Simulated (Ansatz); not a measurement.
A nudged elastic band was laid between two geometries of CH₅NOSSi (10 atoms, charge 0, multiplicity 1).

Method: Ansatz, RKS PBE0-D4/STO-3G.

```
movable images  : 2
climbing image  : no
spring          : 5.0 eV/Å²
optimiser       : quadratic models (default)
start path      : through a guess of the saddle point
force threshold : 0.03 eV/Å
iteration limit : 60
end points      : relaxed
```

Initial state:

```xyz
10
Properties=species:S:1:pos:R:3
O -1.267 -0.694 2.342
Si 0.312 -0.342 1.726
N -0.087 -0.386 -0.136
C 0.320 0.465 -1.079
S 0.635 0.031 -2.752
H -1.243 -1.691 2.543
H 0.167 1.128 1.758
H -0.300 -1.337 -0.541
H 0.561 1.484 -0.744
H 0.984 1.291 -3.114
```

Final state:

```xyz
10
Properties=species:S:1:pos:R:3
O -1.562 -0.575 1.655
Si -0.064 0.055 1.176
N 0.815 -0.866 -0.081
C 0.306 0.542 -0.542
S -0.950 0.516 -1.830
H -1.901 -1.044 0.820
H 0.581 0.704 2.291
H 1.863 -0.759 0.055
H 1.108 1.273 -0.726
H -0.113 0.103 -2.815
```

What changes between the two ends?

Bonds formed: Si2–C4. The dihedral H8–N3–C4–H9 goes from 180 to 6°.

What energy profile does the band end with?

It converged. The highest image is number 1 of 0 to 3, 0.210 eV above the first end and 0.984 eV above the last; the last end lies 0.774 eV below the first. The dihedral H8–N3–C4–H9 jumps by 145° between images 1 and 2, so the path isn't resolved there. No image climbed, so the highest image needn't sit at the top of the path. A band with more images between the same ends climbed to 0.62 eV, so this one has probably stepped over the top. So few images can step over the top or miss a turn of the path. Limits of this set-up: minimal basis.

```
image  path coordinate (Å)  energy (eV)  Si2–C4 (Å)  dihedral H8–N3–C4–H9 (°)
    0                 0.00        0.000        2.92                       180
    1                 2.40        0.210        2.78                      -179
    2                 4.80        0.063        1.85                       -34
    3                 7.20       -0.774        1.82                         6
```

What is the geometry of the highest image?


```xyz
10
Properties=species:S:1:pos:R:3:forces:R:3
O -1.286 -0.062 2.048 0.02 -0.04 0.01
Si 0.372 -0.429 1.746 0.03 -0.02 0.05
N 0.169 -0.937 -0.161 -0.02 0.05 -0.01
C 0.123 0.128 -0.966 0.01 0.00 -0.01
S 0.987 0.365 -2.472 0.08 -0.02 -0.01
H -1.730 -0.953 2.249 0.04 -0.02 0.04
H 0.699 0.979 1.396 -0.05 0.02 -0.01
H 0.806 -1.694 -0.531 -0.08 0.01 -0.02
H -0.513 0.954 -0.621 -0.07 0.03 0.00
H 0.456 1.596 -2.684 0.04 -0.01 -0.02
```

Time of the run: 90 s on 1 thread of Arm Neoverse V1, on a shared host, peak memory 0.11 GiB.
